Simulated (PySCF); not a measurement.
hydronium (H3O), SMILES [OH3+], charge +1.

The structure is a stationary point at B3LYP-D3(BJ)/def2-TZVPD.

Calculation: PBE0/def2-TZVPD in PySCF.

Isolated molecule, no solvent.

```
Property                                                        Value
------------------------------------------------  -------------------
total energy                                        -76.65532 hartree
point group                                                       C3v
highest occupied level                                      -20.68 eV
lowest empty level                                           -7.20 eV
orbital gap                                                  13.48 eV
dipole moment about the centre of nuclear charge               1.41 D
mean static polarisability                        6.5 bohr³ (0.97 Å³)
polarisability, principal values                  5.6, 7.0, 7.0 bohr³
```
